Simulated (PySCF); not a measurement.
# Two-component Hartree-Fock for As⁺ (arsenic, charge +1)

Start: [Ar] 3d10 4s2 4p2; 4p3/2 filled at m_j = +1/2, +3/2. Calculated with PySCF 2.14 in x2c-TZVPall-2c with one added diffuse shell each of s, p, d type (7s8p5d1f, 63 functions): generalised Hartree-Fock with the X2C-1e Hamiltonian and a Gaussian nucleus; one run each with spin-orbit coupling (SO) switched off, then screened by Boettger's factors. This is a chosen level, not necessarily the ground level.

| spinor shell | electrons | ε, spin-free (eV) | ε, screened SO (eV) | weight of nominal j (screened SO) | rms radius, screened SO (bohr) |
| --- | --- | --- | --- | --- | --- |
| 1s1/2 | 2 | -11954.9 | -11954.6 | 1.000 | 0.0524 |
| 2s1/2 | 2 | -1582.4 | -1582.3 | 1.000 | 0.219 |
| 2p1/2 | 2 | -1383.8 | -1408.9 | 1.000 | 0.194 |
| 2p3/2 | 4 | -1383.8 | -1371.8 | 1.000 | 0.197 |
| 3s1/2 | 2 | -235.28 | -235.30 | 1.000 | 0.639 |
| 3p1/2 | 2 | -171.52 | -175.16 | 0.999 | 0.660 |
| 3d3/2 | 4 | -66.334 | -66.827 | 0.985 | 0.746 |
| 3d5/2 | 6 | -66.334 | -66.048 | 0.990 | 0.750 |
| 4s1/2 | 2 | -27.860 | -27.878 | 0.999 | 2.06 |
| 4p3/2 | 2 | -18.338 | -18.293 | 0.760 | 2.51 |

Where does 3p3/2 lie, and what is the 3p spin-orbit splitting (screened SO)?

At -169.81 eV, 5.350 eV above 3p1/2.

| quantity | spin-free | screened SO |
| --- | --- | --- |
| E (hartree) | -2258.61402 | -2258.70568 |
| M_J | 2 | 2 |
| ⟨J²⟩ | 6.009 | 6.005 |
| ⟨L²⟩ | 2.007 | 2.099 |
| ⟨S²⟩ | 2.003 | 1.961 |

Each row is a mean over spinors that exchange with the open shell spreads, by up to 4.975 eV (4s1/2).

Rows whose weight is well below 1 are mixtures of j = l ± 1/2: exchange outweighs spin-orbit coupling there, and the label is only the starting occupation.

Without spin-orbit coupling the j labels of p, d and f shells carry no meaning; the spin-free column gives the mean over the occupied spinors of each nl shell.
